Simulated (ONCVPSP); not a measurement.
Varying the ONCV potential for C

Base potential:

C (Z = 6), optimised norm-conserving Vanderbilt (ONCV), made with ONCVPSP 4.0.1 (PBE, scalar-relativistic). Core [He], reference 2s1 2p3. Waves: 2s: rc 1.20 bohr, ncon 4, nbas 8, qcut 5.8 1/bohr, local; 2p: rc 3.05 bohr, ncon 3, nbas 8, qcut 4.8 1/bohr, 2 projectors, debl 0.5 Ha. Local part: the s channel. Core correction: polynomial model core, fcfact 0.65.

Cutoffs, loose and tight: the cutoffs (Ha) at which the residual kinetic energy of the hardest occupied pseudo-wave falls to 1 and 0.1 mHa per electron. They do not see the model core or the augmentation charge, which bear on the density cutoff. Test errors are all-electron minus pseudo excitation energies from the reference, over the configurations 2s2 2p2; 2s2 2p1; 2s2 2p0; 2s0 2p4. A dash means not determined; rows that change the core or the reference have their own tests.

```json
{"change": "base", "outcome": "generated", "cutoff, loose": "17 Ha", "cutoff, tight": "93 Ha", "bound ghosts": "none", "GHOST(+) flags above zero": "none", "largest test error (meV)": "+1927"}
{"change": "s: qcut 3.6", "outcome": "generated", "cutoff, loose": "94 Ha", "cutoff, tight": "120 Ha", "bound ghosts": "none", "GHOST(+) flags above zero": "none", "largest test error (meV)": "+1940"}
{"change": "s: qcut 4.8", "outcome": "generated", "cutoff, loose": "46 Ha", "cutoff, tight": "112 Ha", "bound ghosts": "none", "GHOST(+) flags above zero": "none", "largest test error (meV)": "+1932"}
{"change": "s: qcut 5.6", "outcome": "generated", "cutoff, loose": "17 Ha", "cutoff, tight": "100 Ha", "bound ghosts": "none", "GHOST(+) flags above zero": "none", "largest test error (meV)": "+1927"}
{"change": "s: qcut 5.9", "outcome": "generated", "cutoff, loose": "17 Ha", "cutoff, tight": "87 Ha", "bound ghosts": "none", "GHOST(+) flags above zero": "none", "largest test error (meV)": "+1927"}
{"change": "s: qcut 6.7", "outcome": "generated", "cutoff, loose": "18 Ha", "cutoff, tight": "27 Ha", "bound ghosts": "none", "GHOST(+) flags above zero": "none", "largest test error (meV)": "+1924"}
{"change": "s: qcut 7.4", "outcome": "generated", "cutoff, loose": "19 Ha", "cutoff, tight": "25 Ha", "bound ghosts": "none", "GHOST(+) flags above zero": "none", "largest test error (meV)": "+1921"}
{"change": "s: qcut 8.5", "outcome": "generated", "cutoff, loose": "22 Ha", "cutoff, tight": "28 Ha", "bound ghosts": "none", "GHOST(+) flags above zero": "none", "largest test error (meV)": "+1921"}
```

(1) What comes out with this change to the base: s: qcut 8.2?

(2) What comes out with this change to the base: s: qcut 4?

## Answers

(1) outcome: generated; cutoff, loose: 21 Ha; cutoff, tight: 27 Ha; bound ghosts: none; GHOST(+) flags above zero: none; largest test error (meV): +1921.

(2) outcome: generated; cutoff, loose: 87 Ha; cutoff, tight: 118 Ha; bound ghosts: none; GHOST(+) flags above zero: none; largest test error (meV): +1937.

Reading the sweep of the qcut of the s channel (base included, trends over the rows without a ghost): The loose cutoff is not monotonic: lowest 17 Ha at 5.9 1/bohr, highest 94 Ha at 3.6 1/bohr. The median size of the test errors (rows with all tests solved) stays near 204.4 meV.
